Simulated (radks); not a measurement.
The numbers below are computed, except where a source is named.
Neutral rhodium inside a hard spherical wall (all orbitals vanish at R), configuration held at [Kr] 4d8 5s1 and not refilled when levels cross. Level of theory: scalar-relativistic Kohn-Sham, PBEsol, spin-polarised, spherical densities, finite nucleus; open shells are filled with parallel spins first (spin-orbit coupling, left out, can overturn this in heavy ions); Fermi nuclear charge, rms radius 4.4945 fm (a radial shooting solver on a logarithmic mesh with Libxc functionals). Eigenvalues in eV for spin up, with the zero of energy where the potential of the charges vanishes at infinity; a dash marks a level that is unbound or too diffuse for the functional's potential to be trusted. A positive occupied level is held by the wall or, in an anion where self-interaction has pushed it up, behind a barrier. The pressure on the wall is -dE/dV.

R (bohr)  E (hartree)  kinetic (hartree)    e(4s)    e(4p)   e(4d)   e(5s)  e(5p, empty)  e(6s, empty)  pressure (GPa)
free      -4781.68130           4951.605  -82.879  -50.867  -6.511  -4.809        -1.075             -               0
20        -4781.68130           4951.605  -82.879  -50.867  -6.511  -4.809        -1.074             -        < 0.0001
15        -4781.68130           4951.605  -82.879  -50.867  -6.511  -4.809        -1.067         0.347        < 0.0001
10        -4781.68104           4951.608  -82.857  -50.845  -6.490  -4.788        -0.912         1.945         0.00704
5         -4781.59093           4952.088  -80.737  -48.763  -4.588  -2.161         3.869        22.587            10.8
4         -4781.33731           4953.201  -77.385  -45.534  -1.548   2.903        11.052        45.924            71.2
3.5       -4780.96430           4954.712  -73.913  -42.223   1.758   9.072        19.194        69.463             210
2         -4769.99195           4994.978  -33.273   -0.928  50.114  123.10        149.21        365.10           16100
1.5       -4738.89966           5093.275   34.994   73.695  137.04  343.08        378.45        818.32          127000
